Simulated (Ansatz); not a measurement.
**GeH2F− (SMILES [F][GeH2-]): methods side by side**

GeH2F−: 4 atoms, total charge -1, spin state singlet. SMILES: `[F][GeH2-]`. The shape comes from GFN2-xTB, which is rough for such elements, and wasn't checked as a minimum.

| atom | x (Å) | y (Å) | z (Å) |
| --- | --- | --- | --- |
| F | 0.0837 | -0.5857 | 1.6167 |
| Ge | 0.5517 | -0.4337 | -0.2626 |
| H | -1.2546 | -0.4900 | -0.9925 |
| H | 0.6192 | 1.5094 | -0.3615 |

Each level gives the energy change with the F1–Ge2 bond stretched from 1.943 to 2.428 Å (eV). The values are calculated.

```tsv
level	kind	program	value (eV)	less FCI/STO-3G
SVWN5/STO-3G (restricted)	LDA	Ansatz	2.17	+0.29
revPBE/STO-3G (restricted)	GGA	Ansatz	1.91	+0.03
B3LYP/STO-3G (restricted)	global hybrid	Ansatz	2.14	+0.26
wB97X/STO-3G (restricted)	range-separated hybrid	Ansatz	2.36	+0.48
RPA@PBE/STO-3G (restricted)	RPA	Ansatz	1.45	-0.43
MP2/STO-3G (restricted)	perturbation theory	Ansatz	2.30	+0.42
CCSD/STO-3G (restricted)	coupled cluster or CI	Ansatz	1.85	-0.03
FCI/STO-3G	exact in the basis	Ansatz	1.88	0.00
```

FCI/STO-3G is exact within its basis and frozen core, so for wave-function methods in that basis the difference is their error; functionals converge differently with the basis, so for them it is only a difference. All-electron rows without a relativistic Hamiltonian named are non-relativistic. Sets without diffuse functions describe the anion poorly. The first shape isn't each level's own minimum. The values span 1.45 to 2.36 eV. All rows use very small basis sets, so none should be taken for the real molecule's value. In the correlated wave-function rows the outer d shell of Ge is correlated, in sets not made for it.
